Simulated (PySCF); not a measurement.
**Indium: a sound run and one with changed settings**

Sound run: In+ [Kr] 4d10 5s2, In(2+) [Kr] 4d10 5s1. Computed with PySCF 2.14 in cc-pVDZ-PP with ECP28MDF (4s3p2d, 23 functions), with a scalar-relativistic core potential. The sound run starts from symmetry-adapted Hartree-Fock orbitals and uses a fine grid where one is needed.

Changed run: basis STO-3G, all-electron and non-relativistic. This setting is unsound on purpose.

| species | method | sound run (hartree) | changed run (hartree) | converged |
| --- | --- | --- | --- | --- |
| In+ | UHF | -189.01390 | -5682.72828 | yes |
| In+ | r2SCAN | -189.96511 | -5684.80467 | yes |
| In+ | PBE0 | -189.90184 | -5684.36627 | yes |
| In(2+) | UHF | -188.38874 | -5682.23005 | yes |
| In(2+) | r2SCAN | -189.27444 | -5684.26445 | yes |
| In(2+) | PBE0 | -189.21422 | -5683.81633 | yes |

Ionisation energy of In+:

```
method  sound run (eV)  changed run (eV)
   UHF          17.011            13.558
r2SCAN          18.794            14.700
  PBE0          18.711            14.965
```

A minimal basis cannot let orbitals breathe on ionisation and holds almost no correlation. The Hamiltonian changed with the basis, so the totals do not compare.

For comparison, NIST gives 18.870 eV between the lowest levels.
